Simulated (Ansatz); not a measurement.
A set of 12 reactions (ligand exchange), with CCSD(T)/CBS values in kJ/mol:

| reaction | ΔE |
| --- | --- |
| `CB[SiH3]` + `C[SiH2]O` → `C[SiH2]OB[SiH3]` + CH₄ | -138.2 |
| `[OH][GaH2]` + HBr → `[GaH2][Br]` + H₂O | -72.9 |
| `[BH2][GaH][SiH2]C` + `CBS` → `CBS[SiH2]C` + `[BH2][GaH2]` | -39.1 |
| `OB(O)O[SiH3]` + H₂S → `OB(O)S` + `O[SiH3]` | 76.0 |
| `CB(F)O[SiH3]` + H₂S → `CB(S)O[SiH3]` + H–F | 79.3 |
| `CB(F)O[SiH3]` + `BNC` → `BN(C)B(C)F` + `O[SiH3]` | 56.3 |
| `[OH][In]([SH])[Cl]` + H₂S → `[SH][In]([SH])[Cl]` + H₂O | -64.5 |
| `[Cl][Ga]([Cl])[Cl]` + `CC(C)N` → `CC(C)[NH][Ga]([Cl])[Cl]` + HCl | 53.2 |
| `CCO[SiH2]P` + HCl → `CCO[SiH2]Cl` + PH₃ | -91.0 |
| `B[CH2][SnH2][F]` + `N[SiH2]F` → `BN[SiH2]F` + `[CH3][SnH2][F]` | -101.3 |
| `[CH3][In]([F])[Cl]` + H₂S → `[CH3][In]([SH])[Cl]` + H–F | -33.8 |
| `C[SiH2]C(C)S` + `SS` → `C[SiH2]SS` + `CCS` | -70.5 |

Program: Ansatz. Geometries: PBE0-D4/def2-TZVP. ΔE: electronic, gas phase. CBS: MP2 limit from def2 TZ/QZ plus the TZ coupled-cluster correction, frozen cores. This one scheme is used for every species. Functionals use def2-TZVPP. B3LYP here is the variant with VWN-RPA as its local correlation; programs differ in this. def2 core potentials past Kr. For Br, Ga, In, Sn outer-core shells are correlated without core-valence functions, which leaves a few kJ/mol of doubt a bond. Scalar relativity is left out up to krypton. Each species was taken in one conformer, which may not be the lowest.

**Question.** Give the mean, mean absolute and largest difference (level minus CCSD(T)/CBS, kJ/mol) for: PBE-D4, r2SCAN-D4, B3LYP-D4, ωB97M-V, B2PLYP, PBE, HF/def2-TZVPP, SCS-MP2/def2-TZVPP, HF/def2-QZVPP, MP2/def2-QZVPP, SCS-MP2/def2-QZVPP, HF/CBS(def2), MP2/CBS(def2), CCSD/CBS(def2). (An estimate is asked.)

**Answer.** The calculation gave: 
```tsv
level	mean	mean absolute	largest
PBE-D4	2.0	5.3	-12.3
r2SCAN-D4	2.5	3.6	10.3
B3LYP-D4	2.0	4.2	8.5
ωB97M-V	2.0	3.7	10.0
B2PLYP	2.7	5.5	11.7
PBE	3.8	6.9	13.5
HF/def2-TZVPP	3.8	14.1	34.0
SCS-MP2/def2-TZVPP	0.2	3.4	6.1
HF/def2-QZVPP	4.2	14.5	34.6
MP2/def2-QZVPP	-3.0	3.2	-8.5
SCS-MP2/def2-QZVPP	-0.5	3.0	-7.5
HF/CBS(def2)	4.2	14.5	34.7
MP2/CBS(def2)	-3.7	4.0	-8.9
CCSD/CBS(def2)	0.9	1.9	5.3
```

The largest T1 diagnostic in the set is 0.015, for `[OH][GaH2]` (customary mark 0.02).

CCSD(T)/CBS is a level of theory with its own doubt, and the functionals carry their triple-zeta basis error, so these figures describe this set and don't rank the functionals.
